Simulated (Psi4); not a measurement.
hydrogen peroxide (H2O2), singlet, geometry from GFN2-xTB; MP2/3-21G (Psi4 1.11).

The Psi4 input:
```
memory 2 GB

molecule mol {
0 1
  O    -0.023120    0.709965   -0.012564
  O     0.023120   -0.709965    0.012564
  H     0.913898    0.942485   -0.032627
  H    -0.913898   -0.942485    0.032627
}

set basis 3-21g
set reference rhf
set freeze_core true

energy('mp2')
print_variables()
```

Question: Predict the main parts of the log of this Psi4 run.

Answer: 
```
    SCF Algorithm Type (re)set to DF.

   => Loading Basis Set <=

    Name: 3-21G
    Role: ORBITAL
    Keyword: BASIS

         ---------------------------------------------------------
                                   SCF
               by Justin Turney, Rob Parrish, Andy Simmonett
                          and Daniel G. A. Smith
                              RHF Reference
         ---------------------------------------------------------

  ==> Geometry <==

    Molecular point group: c2h
    Full point group: C2h

    Geometry (in Angstrom), charge = 0, multiplicity = 1:

       Center              X                  Y                   Z               Mass
    ------------   -----------------  -----------------  -----------------  -----------------
         O            0.710076054376     0.023123293955     0.000000000000    15.994914619570
         O           -0.710076054376    -0.023123293955     0.000000000000    15.994914619570
         H            0.942923375086    -0.914028204967     0.000000000000     1.007825032230
         H           -0.942923375086     0.914028204967     0.000000000000     1.007825032230

  Running in c2h symmetry.

  Rotational constants: A =     10.46394  B =      0.93593  C =      0.85909 [cm^-1]
  Rotational constants: A = 313701.13400  B =  28058.36549  C =  25754.78103 [MHz]
  Nuclear repulsion =   37.313512734560440

  Charge       = 0
  Multiplicity = 1
  Electrons    = 18
  Nalpha       = 9
  Nbeta        = 9

  ==> Algorithm <==

  SCF Algorithm Type is DF.
  DIIS enabled.
  MOM disabled.
  Fractional occupation disabled.
  Guess Type is SAD.
  Energy threshold   = 1.00e-08
  Density threshold  = 1.00e-08
  Integral threshold = 1.00e-12

  ==> Primary Basis <==

  Basis Set: 3-21G
    Blend: 3-21G
    Number of shells: 14
    Number of basis functions: 22
    Number of Cartesian functions: 22
    Spherical Harmonics?: false
    Max angular momentum: 1

   => Loading Basis Set <=

    Name: (3-21G AUX)
    Role: JKFIT
    Keyword: DF_BASIS_SCF

  ==> Integral Setup <==

  SCF_SUBTYPE=INCORE selected. In-core MEM_DF algorithm will be used.
  Using in-core AOs.

  ==> MemDFJK: Density-Fitted J/K Matrices <==

    J tasked:                   Yes
    K tasked:                   Yes
    wK tasked:                   No
    Algorithm:                 Core
    Schwarz Cutoff:           1E-12
    Mask sparsity (%):       0.4132
    Fitting Condition:        1E-10

   => Auxiliary Basis Set <=

  Basis Set: (3-21G AUX)
    Blend: DEF2-UNIVERSAL-JKFIT
    Number of shells: 62
    Number of basis functions: 226
    Number of Cartesian functions: 226
    Spherical Harmonics?: false
    Max angular momentum: 4

  Minimum eigenvalue in the overlap matrix is 9.5609131740E-02.
  Reciprocal condition number of the overlap matrix is 3.1380788588E-02.
    Using symmetric orthogonalization.

  ==> Pre-Iterations <==

  SCF Guess: Superposition of Atomic Densities via on-the-fly atomic UHF (no occupation information).

   -------------------------
    Irrep   Nso     Nmo
   -------------------------
     Ag         9       9
     Bg         2       2
     Au         2       2
     Bu         9       9
   -------------------------
    Total      22      22
   -------------------------

  ==> Iterations <==

                           Total Energy        Delta E     RMS |[F,P]|

   @DF-RHF iter SAD:  -149.19366855085775   -1.49194e+02   0.00000e+00
   @DF-RHF iter   1:  -149.90645639410462   -7.12788e-01   1.92783e-02 ADIIS/DIIS
   @DF-RHF iter   2:  -149.94040282515331   -3.39464e-02   6.09829e-03 ADIIS/DIIS
   @DF-RHF iter   3:  -149.94296996229920   -2.56714e-03   1.61484e-03 ADIIS/DIIS
   @DF-RHF iter   4:  -149.94329019391793   -3.20232e-04   3.30361e-04 ADIIS/DIIS
   @DF-RHF iter   5:  -149.94330428336644   -1.40894e-05   4.36417e-05 DIIS
   @DF-RHF iter   6:  -149.94330467761833   -3.94252e-07   8.05197e-06 DIIS
   @DF-RHF iter   7:  -149.94330469339033   -1.57720e-08   1.23527e-06 DIIS
   @DF-RHF iter   8:  -149.94330469376814   -3.77810e-10   2.07395e-07 DIIS
   @DF-RHF iter   9:  -149.94330469377789   -9.74865e-12   3.49239e-08 DIIS
   @DF-RHF iter  10:  -149.94330469377823   -3.41061e-13   6.49343e-09 DIIS
  Energy and wave function converged.

  ==> Post-Iterations <==

    Orbital Energies [Eh]
    ---------------------

    Doubly Occupied:

       1Bu   -20.504474     1Ag   -20.504436     2Ag    -1.471101
       2Bu    -1.191133     3Bu    -0.697312     3Ag    -0.659136
       1Au    -0.614058     4Ag    -0.505016     1Bg    -0.430967

    Virtual:

       4Bu     0.260406     5Ag     0.273184     5Bu     0.372154
       6Bu     1.191002     6Ag     1.274084     2Au     1.690923
       7Bu     1.750654     2Bg     1.860606     8Bu     1.943383
       7Ag     2.018612     8Ag     2.049925     9Ag     2.930071
       9Bu     3.388134

    Final Occupation by Irrep:
             Ag    Bg    Au    Bu
    DOCC [     4,    1,    1,    3 ]
    NA   [     4,    1,    1,    3 ]
    NB   [     4,    1,    1,    3 ]

  @DF-RHF Final Energy:  -149.94330469377823

   => Energetics <=

    Nuclear Repulsion Energy =             37.3135127345604403
    One-Electron Energy =                -281.3583702154296589
    Two-Electron Energy =                  94.1015527870910091
    Total Energy =                       -149.9433046937782024

Computation Completed

Properties will be evaluated at   0.000000,   0.000000,   0.000000 [a0]

Properties computed using the SCF density matrix

 Multipole Moments:

 ------------------------------------------------------------------------------------
     Multipole            Electronic (a.u.)      Nuclear  (a.u.)        Total (a.u.)
 ------------------------------------------------------------------------------------

 L = 1.  Multiply by 2.5417464519 to convert [e a0] to [Debye]
 Dipole X            :          0.0000000            0.0000000            0.0000000
 Dipole Y            :          0.0000000            0.0000000            0.0000000
 Dipole Z            :          0.0000000            0.0000000            0.0000000
 Magnitude           :                                                    0.0000000

 ------------------------------------------------------------------------------------

  //>>>>>>>>>>>>>>>>>>>>>>>>>>>>>>>>>>>//
  //               DFMP2               //
  //<<<<<<<<<<<<<<<<<<<<<<<<<<<<<<<<<<<//

   => Loading Basis Set <=

    Name: (3-21G AUX)
    Role: RIFIT
    Keyword: DF_BASIS_MP2

	 --------------------------------------------------------
	                          DF-MP2
	      2nd-Order Density-Fitted Moller-Plesset Theory

	        Rob Parrish, Justin Turney, Andy Simmonett,
	           Ed Hohenstein, and C. David Sherrill
	 --------------------------------------------------------

   => Auxiliary Basis Set <=

  Basis Set: (3-21G AUX)
    Blend: DEF2-SVP-RI
    Number of shells: 44
    Number of basis functions: 124
    Number of Cartesian functions: 140
    Spherical Harmonics?: true
    Max angular momentum: 3

	 --------------------------------------------------------
	                 NBF =    22, NAUX =   124
	 --------------------------------------------------------
	   CLASS    FOCC     OCC    AOCC    AVIR     VIR    FVIR
	   PAIRS       2       9       7      13      13       0
	 --------------------------------------------------------

	-----------------------------------------------------------
	 ==================> DF-MP2 Energies <====================
	-----------------------------------------------------------
	 Reference Energy          =    -149.9433046937782308 [Eh]
	 Singles Energy            =      -0.0000000000000000 [Eh]
	 Same-Spin Energy          =      -0.0554731672026116 [Eh]
	 Opposite-Spin Energy      =      -0.1817231966521313 [Eh]
	 Correlation Energy        =      -0.2371963638547429 [Eh]
	 Total Energy              =    -150.1805010576329664 [Eh]
	-----------------------------------------------------------
	 ================> DF-SCS-MP2 Energies <==================
	-----------------------------------------------------------
	 SCS Same-Spin Scale       =       0.3333333333333333 [-]
	 SCS Opposite-Spin Scale   =       1.2000000000000000 [-]
	 SCS Same-Spin Energy      =      -0.0184910557342039 [Eh]
	 SCS Opposite-Spin Energy  =      -0.2180678359825576 [Eh]
	 SCS Correlation Energy    =      -0.2365588917167614 [Eh]
	 SCS Total Energy          =    -150.1798635854949850 [Eh]
	-----------------------------------------------------------

  Variable Map:
  ----------------------------------------------------------------------------
  "CURRENT CORRELATION ENERGY"           =>      -0.237196363855
  "CURRENT ENERGY"                       =>    -150.180501057633
  "CURRENT REFERENCE ENERGY"             =>    -149.943304693778
  "CUSTOM SCS-MP2 CORRELATION ENERGY"    =>      -0.236558891717
  "CUSTOM SCS-MP2 TOTAL ENERGY"          =>    -150.179863585495
  "DD SOLVATION ENERGY"                  =>       0.000000000000
  "HF KINETIC ENERGY"                    =>     149.523502365144
  "HF POTENTIAL ENERGY"                  =>    -299.466807058922
  "HF TOTAL ENERGY"                      =>    -149.943304693778
  "HF VIRIAL RATIO"                      =>       2.002807600959
  "MP2 CORRELATION ENERGY"               =>      -0.237196363855
  "MP2 DOUBLES ENERGY"                   =>      -0.237196363855
  "MP2 OPPOSITE-SPIN CORRELATION ENERGY" =>      -0.181723196652
  "MP2 SAME-SPIN CORRELATION ENERGY"     =>      -0.055473167203
  "MP2 SINGLES ENERGY"                   =>      -0.000000000000
  "MP2 TOTAL ENERGY"                     =>    -150.180501057633
  "NUCLEAR REPULSION ENERGY"             =>      37.313512734560
  "ONE-ELECTRON ENERGY"                  =>    -281.358370215430
  "PCM POLARIZATION ENERGY"              =>       0.000000000000
  "PE ENERGY"                            =>       0.000000000000
  "SCF ITERATION ENERGY"                 =>    -149.943304693778
  "SCF ITERATIONS"                       =>      10.000000000000
  "SCF TOTAL ENERGY"                     =>    -149.943304693778
  "SCS-MP2 CORRELATION ENERGY"           =>      -0.236558891717
  "SCS-MP2 TOTAL ENERGY"                 =>    -150.179863585495
  "TWO-ELECTRON ENERGY"                  =>      94.101552787091

  Array Variable Map:
  ----------------------------------------------------------------------------
  "CURRENT DIPOLE"                       =>       0.000000000000 ... 0.000000000000 1 by 3
  "SCF DIPOLE"                           =>       0.000000000000 ... 0.000000000000 1 by 3
  "SCF TOTAL ENERGIES"                   =>    -149.193668550858 ... -149.943304693778 1 by 11
```
